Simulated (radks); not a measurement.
Results of a calculation; reference values are marked as such.
Problem. The mean radii <r> (bohr) of the occupied orbitals of an atom or ion are listed with their occupations. Code: a radial shooting solver on a logarithmic mesh with Libxc functionals. Model: scalar-relativistic Kohn-Sham, r2SCAN, spin-polarised, spherical densities, finite nucleus; meta-GGA in the generalised Kohn-Sham scheme; Fermi nuclear charge, rms radius of each element as measured or else 0.836 A^(1/3) + 0.57 fm.

| orbital | occ. | <r> |
|---|---|---|
| 1s down | 1 | 0.02074 |
| 1s up | 1 | 0.02074 |
| 2s up | 1 | 0.08807 |
| 2s down | 1 | 0.08807 |
| 2p up | 3 | 0.07807 |
| 2p down | 3 | 0.07807 |
| 3s up | 1 | 0.2296 |
| 3s down | 1 | 0.2293 |
| 3p up | 3 | 0.2288 |
| 3p down | 3 | 0.2284 |
| 3d up | 5 | 0.2080 |
| 3d down | 5 | 0.2076 |
| 4s up | 1 | 0.5143 |
| 4s down | 1 | 0.5151 |
| 4p up | 3 | 0.5423 |
| 4p down | 3 | 0.5433 |
| 4d up | 5 | 0.5779 |
| 4d down | 5 | 0.5802 |
| 5s up | 1 | 1.084 |
| 5s down | 1 | 1.100 |
| 4f up | 7 | 0.6399 |

Name the element and its charge. Open shells, if any, are filled with parallel spins first.

Solution. Z = 67, holmium, charge +12: Ho12+ in [Kr] 4d10 4f7 5s2. The 1s radius gives Z: for a bare nucleus <r> = (2 gamma + 1)/(2Z) with gamma = sqrt(1 - (Z/c)^2), 0.02048 bohr for Z = 67, and screening makes it slightly larger (0.02074 here). The occupations add up to 55, and the charge is Z minus that.
